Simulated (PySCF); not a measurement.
B(F)(Cl)(Me), SMILES CB(F)Cl (PBE0/def2-SVP optimised geometry):

```
7

B     -0.516    -0.165     0.000
F     -1.185    -1.305    -0.013
Cl    -1.486     1.305     0.000
C      1.041    -0.165     0.000
H      1.486     0.830     0.118
H      1.394    -0.599    -0.952
H      1.416    -0.831     0.795
```

Method: PBE0/def2-TZVP run with PySCF.

### Question
What are the frontier orbital energies and the dipole moment?

### Answer
HOMO-2 -10.13 eV, HOMO-1 -9.76 eV, HOMO -9.15 eV, LUMO -0.51 eV, LUMO+1 0.79 eV; dipole moment 1.61 D.

On the same geometry PBE/def2-TZVP run with PySCF gives HOMO-2 -8.51 eV, HOMO-1 -8.33 eV, HOMO -7.70 eV, LUMO -1.53 eV, LUMO+1 0.06 eV; dipole moment 1.52 D.

Meta-Löwdin charges at PBE0/def2-TZVP: B1 0.43, F2 -0.28, Cl3 -0.10, C4 -0.49, H5 0.14, H6 0.15, H7 0.15.
